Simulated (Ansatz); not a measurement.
Calculated with Ansatz (gas phase, PBE0-D4/def2-TZVP geometries, no zero-point term in ΔE). CCSD(T)/CBS adds triple-zeta CCSD(T) − MP2 to the extrapolated MP2 energy (def2 sets, frozen cores). DFT in def2-TZVPP. B3LYP here is the variant with VWN-RPA as its local correlation; programs differ in this. For Ga outer-core shells are correlated without core-valence functions, which leaves a few kJ/mol of doubt a bond. Scalar relativity is left out up to krypton. One conformer a species, not always the lowest.

Reaction (substitution at a C–O bond): `C=C[O][GaH2]` + `[SiH3]CS` → `C=CSC[SiH3]` + `[OH][GaH2]`

```
             level  ΔE (kJ/mol)
          B3LYP-D4        -21.7
           ωB97M-V        -22.5
            B2PLYP        -23.0
               PBE        -24.4
     HF/def2-TZVPP         -7.4
     HF/def2-QZVPP         -7.5
SCS-MP2/def2-QZVPP        -30.8
    CCSD/CBS(def2)        -26.2
```

Question: What does CCSD(T)/CBS give? (Best estimate.)

Answer: The calculation gave: -28.9 kJ/mol. The listed levels differ from it by 7.2, 6.4, 5.9, 4.5, 21.5, 21.4, -1.9, 2.7 kJ/mol.

Largest T1 diagnostic among the species: 0.015.

The D4 term adds −3.3 kJ/mol with B3LYP and −2.1 kJ/mol with PBE0; it sums over pairs of atoms, weighted by their polarisabilities, and B3LYP, whose exchange is more repulsive, gets the larger term. In def2-TZVPP, CCSD(T) changes the Hartree–Fock value by −16.8 kJ/mol (the triples alone add −2.7 kJ/mol) and MP2 by −25.7 kJ/mol.
